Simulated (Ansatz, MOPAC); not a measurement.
Species: KO, charge 0, multiplicity 2. SMILES: [O][K]

Atoms: K1, O2. Bonds: K1-O2.

Bond lengths (Å) and angles (degrees) optimised at PM7 with MOPAC; PBE/6-31G* with LANL2DZ past Ar with Ansatz (a quantum-chemistry and plane-wave program); B3LYP/LANL2DZ with Ansatz; MP2/6-31G* with LANL2DZ past Ar with Ansatz, each started from the B3LYP-D3(BJ)/def2-TZVP structure (Ansatz) of the last column. A row stands for all coordinates that are equal there. 6-31G* holds six Cartesian d functions.

```
coordinate    PM7  PBE/6-31G* with LANL2DZ past Ar  B3LYP/LANL2DZ  MP2/6-31G* with LANL2DZ past Ar  B3LYP-D3(BJ)/def2-TZVP
----------  -----  -------------------------------  -------------  -------------------------------  ----------------------
K1-O2       2.270                            2.435          2.439                            2.416                   2.203
```

Mean signed difference of all 1 bond lengths from B3LYP-D3(BJ)/def2-TZVP: PM7 0.068 Å, PBE/6-31G* with LANL2DZ past Ar 0.233 Å, B3LYP/LANL2DZ 0.237 Å, MP2/6-31G* with LANL2DZ past Ar 0.214 Å.
